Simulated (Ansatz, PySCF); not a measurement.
C$_{2}$H$_{7}$FSeSi (SMILES C[Si](C)(F)[SeH]), singlet, at a GFN2-xTB geometry. Base run: CASSCF(4,6)/STO-3G run with PySCF.

Input for PySCF:
```python
from pyscf import gto, scf, mcscf
import numpy

mol = gto.Mole()
mol.atom = '''
    C     1.86852113   -0.19511462   -1.38500973
    Si    0.44183777   -0.67595344   -0.23260998
    C    -0.69500712   -2.04219594   -0.89266117
    F     1.09511831   -1.21695653    1.14139916
    Se   -0.75204851    1.16517525    0.45414483
    H     1.50584960    0.21310940   -2.32308826
    H     2.50069440    0.55535514   -0.91864914
    H     2.48740735   -1.05733787   -1.61211900
    H    -1.45364475   -2.29657896   -0.15769892
    H    -1.20326891   -1.73638158   -1.80167627
    H    -0.12899785   -2.94193642   -1.11204267
    H    -1.22126776    1.48763229   -0.86567731
'''
mol.basis = 'sto-3g'
mol.verbose = 4
mol.build()

mf = scf.RHF(mol)
mf.kernel()
mc = mcscf.CASSCF(mf, 6, 4)
mc.fix_spin_(ss=0.0)
mc.kernel()
occ = numpy.linalg.eigvalsh(mc.fcisolver.make_rdm1(mc.ci, mc.ncas, mc.nelecas))[::-1]
ss = mc.fcisolver.spin_square(mc.ci, mc.ncas, mc.nelecas)[0]
print('natural occupations', occ.round(4), ' <S^2>', round(ss, 4))
```

Programs used: Ansatz (a quantum-chemistry and plane-wave program), PySCF; a row that names a program was run with it.

Variants of this job, named by their change:

```json
[
 {"change": "base", "ΔE vs base (mEh)": "0.000", "natural occupations": "1.98 1.97 0.03 0.02 0.00 0.00", "<S^2> of the state": "0.00"},
 {"change": "start = MP2 natural orbitals", "ΔE vs base (mEh)": "-2.556", "natural occupations": "1.98 1.97 0.03 0.02 0.00 0.00", "<S^2> of the state": "0.00"},
 {"change": "conv_tol = 1e-5", "ΔE vs base (mEh)": "0.115", "natural occupations": "1.98 1.97 0.03 0.02 0.00 0.00", "<S^2> of the state": "0.00"},
 {"change": "code = ansatz; correction = SC-NEVPT2, all electrons", "ΔE vs base (mEh)": "-154.8", "natural occupations": "-", "<S^2> of the state": "-"},
 {"change": "state_average = 2 states", "ΔE vs base (mEh)": "17.916", "natural occupations": "-", "<S^2> of the state": "-"},
 {"change": "fix_spin_ = off", "ΔE vs base (mEh)": "0.000", "natural occupations": "1.98 1.97 0.03 0.02 0.00 0.00", "<S^2> of the state": "0.00"},
 {"change": "active space = 8 electrons, 6 orbitals", "ΔE vs base (mEh)": "-1.871", "natural occupations": "2.00 2.00 1.98 1.97 0.03 0.02", "<S^2> of the state": "0.00"},
 {"change": "active space = 6 electrons, 5 orbitals", "ΔE vs base (mEh)": "-1.259", "natural occupations": "2.00 1.98 1.97 0.03 0.02", "<S^2> of the state": "0.00"},
 {"change": "orbitals = fixed (CASCI)", "ΔE vs base (mEh)": "22.481", "natural occupations": "2.00 1.99 0.01 0.00 0.00 0.00", "<S^2> of the state": "0.00"},
 {"change": "active space = 8 electrons, 7 orbitals", "ΔE vs base (mEh)": "-15.112", "natural occupations": "2.00 1.98 1.98 1.97 0.03 0.02 0.02", "<S^2> of the state": "0.00"},
 {"change": "active space = 2 electrons, 4 orbitals", "ΔE vs base (mEh)": "18.466", "natural occupations": "1.98 0.02 0.00 0.00", "<S^2> of the state": "0.00"}
]
```

Active orbitals are taken around the Fermi level unless the row says otherwise; CASSCF can end in different local minima, and two programs can end on different orbitals. State-averaged rows give the lowest state.

Ansatz warned in this series: the state or the total is in doubt.
